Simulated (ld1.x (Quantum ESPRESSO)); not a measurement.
# Building the TM potential for Fe (Z = 26) (PBE, scalar-relativistic).

The input file (ld1.x (Quantum ESPRESSO) 7.5):

```
&input
   title='Fe', zed=26., rel=1, dft='PBE', iswitch=3,
   config='[Ar] 3d6 4s1 4p0',
   nld=3, rlderiv=2.45, eminld=-7.0, emaxld=5.0, deld=0.02
 /
 &inputp
   pseudotype=2, tm=.true., lloc=-1, rcloc=1.25,
   nlcc=.true., rcore=1.00,
   file_pseudopw='Fe.UPF', file_wfcaegen='ae.wfc', file_wfcncgen='nc.wfc', file_beta='beta', file_chi='chi'
 /
3
4S  1  0   1.00   0.00  2.25  2.25  0.0
3P  2  1   6.00   0.00  1.40  1.40  0.0
3D  3  2   6.00   0.00  1.10  1.10  0.0
 &test
   configts(1)='3p6 3d6 4s1 4p0'
 /
```

Command:

```bash
ld1.x < Fe.in > Fe.out
```

Resulting log (shortened: banner, matrices, multipoles, cross overlaps and the repeated all-electron block are left out):

```
Program LD1 v.7.5
     --------------------------- All-electron run ----------------------------

     Fe
     scalar relativistic calculation

     atomic number is 26.00
     dft =PBE   lsd =0 sic =0 latt =0  beta=0.20 tr2=1.0E-14
     Exchange-correlation= PBE
                           (   1   4   3   4   0   0   0)
     mesh =1191 r(mesh) = 101.18024 a.u. xmin = -7.00 dx = 0.01250
     1 Ry =  13.60569312 eV, c = 137.03599908

     n l     nl                  e(Ry)          e(Ha)          e(eV)
     1 0     1S 1( 2.00)      -515.0429      -257.5214     -7007.5154
     2 0     2S 1( 2.00)       -60.8662       -30.4331      -828.1266
     2 1     2P 1( 6.00)       -51.9540       -25.9770      -706.8701
     3 0     3S 1( 2.00)        -7.5368        -3.7684      -102.5433
     3 1     3P 1( 6.00)        -5.0407        -2.5203       -68.5819
     3 2     3D 1( 6.00)        -1.1727        -0.5864       -15.9558
     4 0     4S 1( 1.00)        -0.9061        -0.4531       -12.3284
     4 1     4P 1( 0.00)        -0.5394        -0.2697        -7.3388

     final scf error:  4.8E-15 reached in  24 iterations

     Etot =   -2544.260749 Ry,   -1272.130374 Ha,  -34616.430970 eV

     Ekin =    2574.723778 Ry,    1287.361889 Ha,   35030.901602 eV
     Encl =   -6068.657761 Ry,   -3034.328881 Ha,  -82568.295171 eV
     Eh   =    1060.392015 Ry,     530.196007 Ha,   14427.368343 eV
     Exc  =    -110.718780 Ry,     -55.359390 Ha,   -1506.405744 eV

     normalization and overlap integrals

     s(1S/1S) =  1.000000  <r> =   0.0585  <r2> =    0.0046  r(max) =   0.0385
     s(2S/2S) =  1.000000  <r> =   0.2669  <r2> =    0.0841  r(max) =   0.2213
     s(2P/2P) =  1.000000  <r> =   0.2355  <r2> =    0.0682  r(max) =   0.1790
     s(3S/3S) =  1.000000  <r> =   0.8110  <r2> =    0.7595  r(max) =   0.6990
     s(3P/3P) =  1.000000  <r> =   0.8581  <r2> =    0.8689  r(max) =   0.7167
     s(3D/3D) =  1.000000  <r> =   1.1118  <r2> =    1.6372  r(max) =   0.7078
     s(4S/4S) =  1.000000  <r> =   2.7108  <r2> =    8.4179  r(max) =   2.2920
     s(4P/4P) =  1.000000  <r> =   3.4483  <r2> =   13.7228  r(max) =   2.8346

     ------------------------ End of All-electron run ------------------------

     --------------------- Generating NC pseudopotential ---------------------

      Generating local potential from pseudized AE potential:
      Matching radius rcloc =   1.2500

      Local pseudo, rcloc= 1.242 Estimated cut-off energy=    15.74 Ry

      Computing core charge for nlcc:

       r > 1.00 : true rho core
       r < 1.00 : rho core = a sin(br)/r    a=   3.24  b=   2.56

      Integrated core pseudo-charge :   1.80

      Wfc   4S  rcut= 2.263  Using Troullier-Martins method

      Wfc   3P  rcut= 1.408  Using Troullier-Martins method

      Wfc   3D  rcut= 1.096  Using Troullier-Martins method

     ------------------- End of pseudopotential generation -------------------

     Computing logarithmic derivative in   2.45511
     Computing logarithmic derivative in   2.45511
     Computing the partial wave expansion
     R is outside the sphere for l=    0 j= 0.00
     R is outside the sphere for l=    1 j= 0.00
     R is outside the sphere for l=    2 j= 0.00

     ---------------------- Testing the pseudopotential ----------------------

     Fe
     scalar relativistic calculation

     atomic number is 26.00   valence charge is 14.00
     dft =PBE   lsd =0 sic =0 latt =0  beta=0.20 tr2=1.0E-14
     mesh =1191 r(mesh) = 101.18024 xmin = -7.00 dx = 0.01250

     n l     nl             e AE (Ry)        e PS (Ry)    De AE-PS (Ry)
     2 1     3P   1( 6.00)       -5.04068       -5.04068        0.00000
     3 2     3D   1( 6.00)       -1.17273       -1.17273       -0.00000
     1 0     4S   1( 1.00)       -0.90612       -0.90612        0.00000
     3 1     4P   1( 0.00)       -0.53939       -0.53925       -0.00014

     eps = 1.5E-15  iter =  6

     Etot =   -2544.260749 Ry,   -1272.130374 Ha,  -34616.430970 eV
     Etotps =  -180.139803 Ry,     -90.069901 Ha,   -2450.926876 eV

     Ekin =     123.583288 Ry,      61.791644 Ha,    1681.436298 eV
     Encl =    -386.677906 Ry,    -193.338953 Ha,   -5261.020922 eV
     Ehrt =     144.928058 Ry,      72.464029 Ha,    1971.846688 eV
     Ecxc =     -24.677427 Ry,     -12.338713 Ha,    -335.753493 eV
     (Ecc =      -1.960885 Ry,      -0.980442 Ha,     -26.679193 eV)
     Epseu=     -37.295817 Ry,     -18.647909 Ha,    -507.435446 eV

     ---------------------- End of pseudopotential test ----------------------
```

Note: ghost state, extra bound levels that the all-electron valence spectrum of the same l lacks: s at -78.8 eV. A true bound ghost makes a file unfit for plane-wave use.

Generation and configuration tests took about 1.4 s on one core of a shared server CPU.
